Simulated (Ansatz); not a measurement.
Ansatz (an electronic-structure program) input (CCSD(T,core; 1s of Na to Cl frozen)/cc-pwCVTZ):
A basis named .json is the Basis Set Exchange file of that set.

Ansatz 0.2 input:
```yaml
crystal:
  periodic: [false, false, false]
  atoms:
    - {symbol: Si, position_ang: [0.19252048, -1.22453834, 0.66676965]}
    - {symbol: O, position_ang: [1.55159005, -0.49248844, 0.24625360]}
    - {symbol: Si, position_ang: [1.83402549, 1.27291233, 0.19005353]}
    - {symbol: O, position_ang: [-1.14009520, -0.74607462, -0.18730853]}
    - {symbol: Si, position_ang: [-1.91170902, 0.50697965, -0.88431485]}
    - {symbol: H, position_ang: [-0.14929179, -1.03495633, 2.10360774]}
    - {symbol: H, position_ang: [0.30079351, -2.68773956, 0.40233897]}
    - {symbol: H, position_ang: [0.61070451, 1.62593975, -0.70178885]}
    - {symbol: H, position_ang: [1.03772317, 1.63009084, 1.47508125]}
    - {symbol: H, position_ang: [-2.02415208, 1.70480471, -0.02373689]}
    - {symbol: H, position_ang: [-1.36584830, 0.86856321, -2.21195473]}
    - {symbol: H, position_ang: [-3.30960535, 0.02685062, -1.13022438]}
basis:
  gaussian:
    orbitals: cc-pwCVTZ.json
total_charge: -1
magnetization: {spin_polarized: false}
correlation: {method: ccsd_t, frozen_orbitals: {H: 0, O: 0, Si: 1}}
```

Output:

```
Functional definition: HF
integrals: 4.53 GiB planned
2069 factors; integrals over basis functions are off by at most 8.8e-4 eV
2.38 GiB of device memory are held for the factors and their scratch space
mean field: 2.46 GiB planned
mean field evaluation 1: about -27775.9717 eV, gradient 3.2e1 eV
mean field evaluation 2: about -27776.3750 eV, gradient 3.3e1 eV
mean field evaluation 4: about -27779.3860 eV, gradient 5.1e0 eV
mean field evaluation 8: about -27779.4692 eV, gradient 3.1e-1 eV
mean field evaluation 16: about -27779.4697 eV, gradient 1.1e-6 eV
mean field -27779.46971849 eV, -1020.8766825537 hartree, gradient 1.1e-6 eV, S^2 0.000000; 0 other end points of the search recorded, 0 dependent functions left out
3 core orbitals not correlated
reference -27779.46971849 eV, -1020.8766825537 hartree; 30, 30 occupied and 328, 328 virtual orbitals, 2069 factors
second order -47.30954622 eV of doubles, -0.00000000 eV of singles
coupled cluster: 30.06 GiB planned
cycle   1  -47.95386128 eV  change   -6.4e-1 eV  update   1.3e-1
cycle   2  -48.78836986 eV  change   -8.3e-1 eV  update   3.8e-2
cycle   3  -48.95421215 eV  change   -1.7e-1 eV  update   2.0e-2
cycle   4  -48.92481725 eV  change    2.9e-2 eV  update   4.8e-3
cycle   5  -48.92112217 eV  change    3.7e-3 eV  update   2.3e-3
cycle   6  -48.92266977 eV  change   -1.5e-3 eV  update   6.9e-4
cycle   7  -48.92240349 eV  change    2.7e-4 eV  update   3.1e-4
cycle   8  -48.92221964 eV  change    1.8e-4 eV  update   1.0e-4
cycle   9  -48.92227604 eV  change   -5.6e-5 eV  update   4.3e-5
perturbative correction -1.17111854 eV, -0.0430378127 hartree
Total energy: -27829.56311307 eV, -1022.7175808500 hartree
```

It need not be the lowest isomer of its formula. Whether it binds its extra electron was not tested at this geometry.
